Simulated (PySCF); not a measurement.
Compound: C3H8N2OSi2.
Structure used (GFN2-xTB), in Å, numbered top down from 1:
```xyz
16
C3H8N2OSi2 angstrom
N     -2.746   -2.165   -0.347
C     -2.413   -1.070   -0.369
C     -1.974    0.293   -0.361
C     -1.059    0.520    0.850
O     -1.406    1.256    1.741
Si     0.664   -0.325    0.885
N      0.663   -1.366   -0.492
Si     2.298    1.283    0.585
H     -1.400    0.487   -1.270
H     -2.843    0.956   -0.307
H      0.671   -0.996    2.196
H      1.535   -1.777   -0.786
H     -0.077   -2.042   -0.612
H      3.312    1.201    1.638
H      1.760    2.645    0.592
H      3.008    1.109   -0.687
```

Computed with PySCF, TDDFT CAM-B3LYP/def2-SVPD, vertical, gas phase, core orbitals frozen in the response.

Frontier orbitals with the atoms that hold most of them (Löwdin shares over 4%, at most four atoms; ? is withheld):

```tsv
orbital	ε (eV)	atoms
LUMO+2	0.68	Si8 25%, Si6 22%, H15 7%, H11 6%
LUMO+1	0.29	Si6 27%, Si8 26%, N7 8%, H12 6%
LUMO	-0.74	C4 34%, O5 29%, Si6 10%, C3 7%
HOMO	?	?
HOMO-1	-9.43	?
HOMO-2	-10.67	Si8 23%, Si6 23%, N7 23%, O5 7%
HOMO-3	-11.34	N1 36%, C2 27%, C3 9%, Si8 5%
```

Q: Which atoms hold the HOMO-1, and with what shares?

A: N7 (bonded to Si and 2 H) 46%; Si6 (bonded to C, N, Si and H) 17%; Si8 (bonded to Si and 3 H) 10%; H11 (bonded to Si) 9%. By element: nitrogen 46% or more, silicon 26%, hydrogen 9% or more.

Q: Which atoms hold the HOMO, and with what shares?

A: O5 (bonded to C) 43%; C4 (bonded to C, O and Si) 17%; Si6 (bonded to C, N, Si and H) 11%; C3 (bonded to 2 C and 2 H) 10%. By element: oxygen 43%, carbon 28% or more, silicon 11% or more.

Q: What is the HOMO energy, and the HOMO–LUMO gap?

A: ε(HOMO) = -8.79 eV; the gap is 8.06 eV (0.2961 hartree).

Q: The HOMO–LUMO gap is 8.06 eV. Where does the response calculation put the lowest singlet, and from which orbitals?

A: S1 is at 3.49 eV (f = 0.0019), 4.56 eV below the gap, made of HOMO→LUMO (91%). 

Q: One configuration dominates each of S1, S2, S3 and S4. Which, and how do the shares of the two leading atoms of either orbital change from the occupied to the empty one?

A: 
- S1 (3.49 eV, f 0.0019), HOMO→LUMO (91%): O5 43% → 29%, C4 17% → 34%
- S2 (5.68 eV, f 0.029), HOMO-1→LUMO (94%): N7 46% → at most 7%, Si6 17% → 10%, C4 at most 9% → 34%, O5 at most 9% → 29%
- S3 (6.08 eV, f 0.016), HOMO→LUMO+1 (77%): O5 43% → at most 6%, C4 17% → at most 6%, Si6 11% → 27%, Si8 at most 11% → 26%
- S4 (6.37 eV, f 0.011), HOMO-1→LUMO+1 (81%): N7 46% → 8%, Si6 17% → 27%, Si8 10% → 26%

Löwdin shares depend on the basis, the more so with diffuse functions.

One conformer stands for the species.
